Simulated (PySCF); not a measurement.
**Dipole response of Bi²⁺ (bismuth, charge +2)**

[Xe] 4f14 5d10 6s2 6p1, 2P determinant. All numbers are calculated (PySCF 2.14, scalar relativity through the core potential, in aug-cc-pVQZ-PP with one added diffuse shell each of s, p, d, f, g type with ECP60MDF (8s8p6d4f3g, 117 functions)). Coupled (time-dependent) response in atomic units; α is the mean over directions.

```tsv
method	mean α (bohr³)	α xx, yy, zz	C₆ (like pair)	S(−4)
MN15	15.60	14.67, 17.44, 14.67	112.6	61.42
```

S(−4) is the Cauchy moment in α(ω) = α(0) + S(−4) ω² + …

Spin-orbit coupling is absent.

α(iu) at MN15:

| u (hartree) | α(iu) (bohr³) |
| --- | --- |
| 0 | 15.60 |
| 0.0500 | 15.44 |
| 0.100 | 15.01 |
| 0.200 | 13.56 |
| 0.300 | 11.81 |
| 0.500 | 8.724 |
| 0.750 | 6.218 |
| 1.00 | 4.711 |
| 1.50 | 3.059 |
| 2.00 | 2.178 |
| 3.00 | 1.267 |
| 5.00 | 0.5681 |

A single London oscillator, α(iu) = α/(1 + u²/ω²), gives C₆ = (3/4) ω α². Matching the computed C₆ needs ω = 4 × 112.6 / (3 × 15.60²) = 0.617 hartree.

For an ion, C₆ is the dispersion term alone; charge-induced terms of lower order in 1/R come first.

The components differ because the open shell of this determinant is not spherical; for a pure term their mean is the scalar polarisability.

Energies and moments cover only the electrons outside the core potential. Spin-orbit coupling, absent here, splits the open shell strongly.
